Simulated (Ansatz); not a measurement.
```xyz
10

C     0.0037    0.6302   -1.2262
C     0.0060   -0.6233   -1.2420
C     0.0073    1.4651   -0.1403
C    -0.0065   -1.4573   -0.1394
C    -0.0092    0.7002    1.0515
C    -0.0090   -0.7068    1.0534
H     0.0080    2.5569   -0.1358
H     0.0073   -2.5476   -0.1306
H    -0.0092    1.2277    2.0169
H     0.0037   -1.2209    2.0165
```

Basis set: 6-31G* (spherical functions). Correlated methods keep 6 orbitals frozen. Charge 0, multiplicity 1.

Computed with Ansatz (development build ahead of 0.2.0); each method stands on the lowest determinant of its kind that the runs found. Restricted open shells among the atoms or ions are ROHF, correlated in semicanonical orbitals with singles.

Give the atomization energy at this shape (free ground-state atoms in the same class of orbitals less the molecule, no zero-point energy) of singlet C₆H₄ by RHF-MP2, RHF.

```json
{"method": "RHF-MP2", "atomization energy": "1111.78 kcal/mol"}
{"method": "RHF", "atomization energy": "833.94 kcal/mol"}
```

Caution: in another basis set an unrestricted determinant lies well below.
